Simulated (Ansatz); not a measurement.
Cost and result up the ladder for Nb2(NH2)10 (Nb2N10H20) (32 atoms). Total charge 0; singlet. Geometry: r2SCAN-D4/def2-SVP.

```xyz
32

Nb   -0.5144   -1.7105    0.0964
N     0.5805   -1.8626   -1.5998
N    -1.8844   -0.9562    1.3825
N    -1.7782   -3.1424   -0.5142
N     0.5003   -2.9432    1.3131
N     1.0331   -0.2155    0.9190
Nb    0.5179    1.7143   -0.0941
N     1.7813    3.1457    0.5165
N    -0.4963    2.9456   -1.3126
N    -0.5813    1.8621    1.5994
N     1.8838    0.9557   -1.3815
N    -1.0300    0.2186   -0.9164
H     0.6767   -1.2200   -2.3823
H     1.2831   -2.5976   -1.6861
H    -2.4135   -0.0882    1.3484
H    -2.0068   -1.3827    2.3014
H    -2.6560   -3.3849   -0.0577
H    -1.6247   -3.7623   -1.3078
H     0.2772   -3.9305    1.4295
H     1.2973   -2.7050    1.9007
H     0.9870   -0.1135    1.9353
H     1.9966   -0.4876    0.7118
H     2.6597    3.3874    0.0608
H     1.6279    3.7651    1.3106
H    -1.2913    2.7045   -1.9017
H    -0.2744    3.9329   -1.4313
H    -0.6864    1.2120    2.3746
H    -1.2895    2.5922    1.6811
H     2.4002    0.0798   -1.3529
H     2.0026    1.3802   -2.3018
H    -0.9847    0.1162   -1.9327
H    -1.9935    0.4903   -0.7084
```

Ansatz on 4 threads of Intel Xeon Platinum 8488C on a shared host. Times are rough, and most runs start from the orbitals of an earlier one. PBE0-D4/def2-TZVP serves as the yardstick here, not as an exact answer. Differences are given only for rows in sets of like size (and for xTB, whose basis is part of the method), since another set adds its own error. Binding counts from free atoms at the same level (Nb sextet, N quartet, H doublet; other spins of the atoms weren't run), without zero-point energy or a counterpoise term.

In the def2 sets Nb takes a core potential; there is no spin–orbit coupling. Correlated methods freeze 10 core orbitals; core or outer-core shells of Nb are correlated, in sets that lack core-valence functions. The rows differ in basis, and correlated rows in double-zeta sets carry the largest basis error.

Correlated methods converge slowly with the basis, most of all in double-zeta sets.

| level | functions | binding energy per atom (eV) | difference from PBE0-D4/def2-TZVP (eV) | remarks |
| --- | --- | --- | --- | --- |
| PBE0-D4/def2-SVP | 302 | 3.71 | – | – |
| PBE-D4/def2-TZVP | 510 | 3.84 | 0.15 | – |
| PBE0-D4/def2-TZVP | 510 | 3.69 | 0.00 | – |
| r2SCAN-D4/def2-TZVP (with forces) | 510 | 3.69 | 0.01 | – |
| MP2/def2-SVP | 302 | 3.50 | – | test for broken spin undecided |
| PBE-D4/def2-SVP | 302 | 3.86 | – | – |

**Question.** Estimate how long each takes.

**Answer.** PBE-D4/def2-SVP 6.5 s; PBE-D4/def2-TZVP 12 s; PBE0-D4/def2-SVP 13 s; MP2/def2-SVP 15 s; r2SCAN-D4/def2-TZVP (with forces) 24 s; PBE0-D4/def2-TZVP 29 s. On shared hardware such times vary by a factor of up to 3.
